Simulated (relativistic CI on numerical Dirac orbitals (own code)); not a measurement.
## Co+: L2,3 absorption edge

Computed with this model: Dirac-Coulomb-Breit CI, KLI orbitals optimised for each configuration, a model potential for QED, valence Slater integrals scaled by 0.9, multiplet model of core-to-valence dipole absorption; configurations [Ar] 3d8 → [He] 2s2 2p5 3s2 3p6 3d9; 300 K; Lorentzian 0.4 eV and Gaussian 0.3 eV FWHM. Energies are those of the free ion, without screening or charge transfer. The branching ratio is the share of the lower-energy edge in the whole absorption, uncertain by about 0.02 where the edges overlap. S is read from ⟨S²⟩ = S(S + 1).

Field parameters in Wybourne normalisation: Td as Oh with Dq negative (B⁴₀ = 21Dq, B⁴₄ = √(5/14) B⁴₀). The field is a parameter set, without covalency.

free ion: ground-state S = 1.00, centroid 780.09 eV, branching ratio 0.929. Peaks (eV, height): 778.4 (69), 779.0 (100), 780.8 (23), 794.5 (13).

Td, 10Dq = -1050 cm⁻¹: ground-state S = 1.00, centroid 780.45 eV, branching ratio 0.909. Peaks (eV, height): 778.4 (76), 779.0 (100), 780.9 (24), 794.5 (15).

Td, 10Dq = -2400 cm⁻¹: ground-state S = 1.00, centroid 780.75 eV, branching ratio 0.894. Peaks (eV, height): 778.5 (89), 779.1 (100), 781.0 (25), 794.6 (17).

Td, 10Dq = -3700 cm⁻¹: ground-state S = 1.00, centroid 780.90 eV, branching ratio 0.887. Peaks (eV, height): 778.6 (100), 779.1 (99), 781.0 (25), 794.7 (17).

Td, 10Dq = -5050 cm⁻¹: ground-state S = 1.00, centroid 781.02 eV, branching ratio 0.883. Peaks (eV, height): 778.7 (100), 779.1 (88), 781.1 (23), 794.8 (15).

Td, 10Dq = -6350 cm⁻¹: ground-state S = 1.00, centroid 781.13 eV, branching ratio 0.880. Peaks (eV, height): 778.8 (100), 781.2 (20), 794.4 (11), 794.9 (14).

The statistical ratio of this edge is 2/3 = 0.667. Values above it arise where the holes sit mainly in the j = l + 1/2 valence subshell or the ground state has high spin; values below it where core-valence Coulomb terms move weight to the upper edge, as in nearly empty shells.

Strongest unbroadened transitions for Td, 10Dq = -2400 cm⁻¹:

| Energy (eV) | Relative strength |
| --- | --- |
| 778.38 | 5.2 |
| 778.41 | 13.6 |
| 778.48 | 29.0 |
| 778.52 | 95.9 |
| 778.53 | 13.4 |
| 778.57 | 3.3 |
| 779.06 | 60.7 |
| 779.09 | 100.0 |
| 779.11 | 3.6 |
| 779.16 | 24.2 |
| 779.77 | 2.9 |
| 779.84 | 6.5 |
| 780.94 | 23.7 |
| 780.97 | 23.2 |
| 794.14 | 8.8 |
| 794.26 | 3.3 |
| 794.64 | 14.5 |
| 794.69 | 16.4 |
